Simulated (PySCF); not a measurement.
**Mayer bond orders and bond lengths**

N-formylmorpholine, C5H9NO2.
Atom-mapped SMILES: `[O:1]=[CH:2][N:3]1[CH2:4][CH2:5][O:6][CH2:7][CH2:8]1` (hydrogens: H9 on C2; H10, H11 on C4; H12, H13 on C5; H14, H15 on C7; H16, H17 on C8)

Cartesian coordinates in Å at the GFN2-xTB level; atoms count from 1:
```
atom  x, y, z in Å
O1     2.6955   -1.1589    0.3124
C2     2.1096   -0.1167    0.1454
N3     0.8607    0.0031   -0.3331
C4     0.0487   -1.1637   -0.6117
C5    -1.1814   -1.1439    0.3009
O6    -1.8989    0.0637    0.1603
C7    -1.0977    1.1743    0.4842
C8     0.1381    1.2474   -0.4249
H9     2.5655    0.8685    0.3602
H10   -0.2687   -1.1385   -1.6598
H11    0.6575   -2.0500   -0.4288
H12   -0.8607   -1.2680    1.3463
H13   -1.8749   -1.9434    0.0369
H14   -0.7711    1.1099    1.5342
H15   -1.7270    2.0560    0.3540
H16    0.7838    2.0740   -0.1248
H17   -0.1862    1.3982   -1.4615
```

Bond orders from the PBE0/pcSseg-1 density (PySCF). Geometry: GFN2-xTB, one conformer, isolated molecule.

Task: How far do the computed orders between heavy atoms stray from the drawn ones?

Result: The largest departure is 0.165, at C2–N3 (drawn single, 1.165). Drawn single, order above 1.12: C2–N3 (1.165).

Task: Give the Mayer order of every bond between heavy atoms, beside its length.

Result: 
```
 bond  drawn as  length (Å)  Mayer order
O1–C2    double       1.207        1.891
C2–N3    single       1.343        1.165
N3–C4    single       1.449        0.899
C4–C5    single       1.532        1.034
C5–O6    single       1.412        0.927
O6–C7    single       1.407        0.941
C7–C8    single       1.536        1.021
C8–N3    single       1.442        0.934
```

By pair of heavy elements: C–O: lowest C5–O6 (0.927, 1.412 Å), highest O1–C2 (1.891, 1.207 Å). C–N: lowest N3–C4 (0.899, 1.449 Å), highest C2–N3 (1.165, 1.343 Å). C–C: all 2 within 0.02 of one another (1.021 to 1.034).

Task: And the bonds to hydrogen?

Result: C–H: 0.93 to 0.96 (9 bonds).

Task: Sum the orders of all bonds at each heavy atom with more than one neighbour and set the sums beside the valence in the SMILES.

Result: C2 3.989 (drawn 4), N3 2.998 (drawn 3), C4 3.803 (drawn 4), C5 3.851 (drawn 4), O6 1.868 (drawn 2), C7 3.848 (drawn 4), C8 3.829 (drawn 4). Orders between atoms that aren't bonded are not in these sums.

Mayer orders depend on the basis set.
